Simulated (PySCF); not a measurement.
C6H6.

```xyz
12

C      0.0000     0.0000     2.1012
C      0.0000     0.0000     0.7567
C      0.0000    -1.1773    -0.1237
C      0.0000    -0.7349    -1.4036
C      0.0000     0.7349    -1.4036
C      0.0000     1.1773    -0.1237
H      0.0000     0.9345     2.6688
H      0.0000    -0.9345     2.6688
H      0.0000    -2.2102     0.2233
H      0.0000    -1.3542    -2.3018
H      0.0000     1.3542    -2.3018
H      0.0000     2.2102     0.2233
```

Geometry: PBE0-D3(BJ)/def2-SVP.

Computed with PySCF with B3LYP/pcSseg-1. Non-relativistic, no solvent.

Give the absolute GIAO shielding of each atom: isotropic value and principal components (ppm). (Estimate from the structure and the level; the computed values follow.)


| atom | σ(iso) | σ11 | σ22 | σ33 | span |
|---|---|---|---|---|---|
| C1 | 46.8 | -48.0 | 35.9 | 152.6 | 200.6 |
| C2 | 17.7 | -88.6 | 8.5 | 133.2 | 221.8 |
| C3 | 48.5 | -56.5 | 63.6 | 138.3 | 194.8 |
| C4 | 37.5 | -68.5 | 43.5 | 137.5 | 206.0 |
| C5 | 37.5 | -68.5 | 43.5 | 137.5 | 206.0 |
| C6 | 48.5 | -56.5 | 63.6 | 138.3 | 194.8 |
| H7 | 25.4 | 23.3 | 24.1 | 28.9 | 5.5 |
| H8 | 25.4 | 23.3 | 24.1 | 28.9 | 5.5 |
| H9 | 25.2 | 24.2 | 24.4 | 27.1 | 2.9 |
| H10 | 24.9 | 23.6 | 24.0 | 27.1 | 3.5 |
| H11 | 24.9 | 23.6 | 24.0 | 27.1 | 3.5 |
| H12 | 25.2 | 24.2 | 24.4 | 27.1 | 2.9 |
